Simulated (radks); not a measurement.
Values are calculated unless marked as measured or tabulated.
Polarisability of the germanium ion Ge+, [Ar] 3d10 4s2 4p1, at imaginary frequency. Code: a radial shooting solver on a logarithmic mesh with Libxc functionals. Model: scalar-relativistic Kohn-Sham, exchange-only LDA, spin-unpolarised, spherical densities, finite nucleus; Fermi nuclear charge, rms radius 4.0742 fm. Response by self-consistent Sternheimer equations with the Hartree and adiabatic exchange-only LDA kernel, the relativistic mass of each level held fixed and spin-orbit coupling left out.

w (hartree)  alpha1(iw) (bohr^3)
0.00266                    19.53
0.0143                     19.50
0.0360                     19.33
0.0697                     18.79
0.118                      17.58
0.186                      15.45
0.280                      12.45
0.413                      9.081
0.605                      6.014
0.892                      3.685
1.35                       2.135
2.12                       1.177
3.59                      0.5939
6.94                      0.2419
17.5                     0.05736

Static values: alpha1 = 19.53 bohr^3 (2.894 angstrom^3; uncoupled 31.04). C6 = 113.3, triple-dipole C9 = 1577 atomic units. One-pole (London) frequency 4 C6 / (3 alpha1^2) = 0.396 hartree, against 0.380 for minus the highest occupied eigenvalue.
